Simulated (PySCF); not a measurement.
Isomers of C4H6FOS (doublet state), one GFN2-xTB conformer each. Single-point energies are computed at B3LYP/pcH-1 (PySCF, gas phase, no added dispersion term), electronic only. GFN2-xTB treats the open shell by occupation alone, and not every SCF solution was tested for stability.

```json
{"SMILES": "CC(=O)[C@@H](S)[CH]F", "GFN2-xTB relative energy (kcal/mol)": "20.9"}
{"SMILES": "CC(=O)[C](S)CF", "GFN2-xTB relative energy (kcal/mol)": "0.0"}
```

Conformers: `[CH3:1][C:2](=[O:3])[C@@H:4]([SH:5])[CH:6][F:7]` (doublet state) with C1–C2–C4–S5 142°, C2–C4–S5–H 33°, C2–C4–C6–F7 132°; `[CH3:1][C:2](=[O:3])[C:4]([SH:5])[CH2:6][F:7]` (doublet state) with C1–C2–C4–S5 0°, C2–C4–S5–H 180°, C2–C4–C6–F7 180°.

What does B3LYP/pcH-1 give for the same structures?

```tsv
SMILES	B3LYP/pcH-1 E (Eh)	B3LYP/pcH-1 (kcal/mol)	GFN2-xTB (kcal/mol)	point group
CC(=O)[C](S)CF	-729.27795	0.0	0.0	Cs
CC(=O)[C@@H](S)[CH]F	-729.24911	18.1	20.9	C1
```

Both levels put the same isomer lowest. 

As an exercise, what shares would exp(−E/RT) give at 2000 K from these electronic energies alone (no entropy, no degeneracies)?

RT = 3.974 kcal/mol: CC(=O)[C](S)CF 99.0 %, CC(=O)[C@@H](S)[CH]F 1.0 %.
